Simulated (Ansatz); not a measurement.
Relaxation of C₂H₁₀AlNS (15 atoms, charge 0, multiplicity 1), to a largest force component of 0.03 eV/Å in at most 50 steps.

The calculation used RKS B3LYP-D4/def2-SVP in Ansatz.

```xyz
15
Properties=species:S:1:pos:R:3
Al -1.779 -0.114 -0.451
N 0.081 -0.352 -0.433
C 0.756 -1.221 0.514
C 0.968 0.156 -1.464
H -2.352 0.769 -1.626
H -2.588 -0.872 0.672
H -0.037 1.437 1.039
S -0.643 2.326 1.872
H 0.053 -1.580 1.283
H 1.195 -2.114 0.024
H 1.586 -0.701 1.034
H 0.426 0.818 -2.156
H 1.423 -0.657 -2.066
H 1.807 0.741 -1.033
H -0.897 1.365 2.791
```

Question: Where does it end, and by what steps?

Answer: The forces met the threshold. The force dipped under the threshold on the way, but the program's further checks kept it going. After 25 steps the energy has fallen by 0.211 eV; H7 moved furthest, 1.25 Å.

| step | energy less start (eV) | largest force component (eV/Å) | accepted |
| --- | --- | --- | --- |
| 0 | 0.0000 | 1.409 | yes |
| 1 | -0.0699 | 0.563 | yes |
| 2 | -0.1013 | 0.506 | yes |
| 3 | -0.1158 | 0.376 | yes |
| 4 | -0.1077 | 0.843 | no |
| 5 | -0.1338 | 0.230 | yes |
| 6 | -0.1469 | 0.142 | yes |
| 7 | -0.1589 | 0.166 | yes |
| 8 | -0.1739 | 0.436 | yes |
| 9 | -0.1908 | 0.070 | yes |
| 10 | -0.1935 | 0.296 | yes |
| 11 | -0.1967 | 0.178 | yes |
| 12 | -0.1976 | 0.132 | yes |
| 13 | -0.2045 | 0.034 | yes |
| 14 | -0.1913 | 0.781 | no |
| 15 | -0.2068 | 0.012 | yes |
| 16 | -0.2071 | 0.242 | yes |
| 17 | -0.2084 | 0.067 | yes |
| 18 | -0.2093 | 0.006 | yes |
| 19 | -0.2020 | 0.598 | no |
| 20 | -0.2100 | 0.077 | yes |
| 21 | -0.2096 | 0.110 | no |
| 22 | -0.2103 | 0.027 | yes |
| 23 | -0.2104 | 0.042 | yes |
| 24 | -0.2105 | 0.055 | yes |
| 25 | -0.2105 | 0.028 | yes |

```xyz
15
Properties=species:S:1:pos:R:3
Al -1.613 0.031 -0.195
N 0.105 -0.480 -0.411
C 0.756 -1.465 0.422
C 1.000 0.110 -1.383
H -2.207 0.992 -1.311
H -2.492 -0.856 0.786
H -0.301 2.661 1.002
S -1.335 2.058 1.636
H 0.042 -1.916 1.131
H 1.196 -2.293 -0.173
H 1.592 -1.036 1.019
H 0.468 0.836 -2.019
H 1.447 -0.652 -2.056
H 1.853 0.644 -0.908
H -0.511 1.369 2.461
```

Whether the end is a true minimum wasn't checked by a vibrational analysis.

Time of the run: 100 s on 4 threads of Arm Neoverse N1 (shared host), peak memory 0.33 GiB.
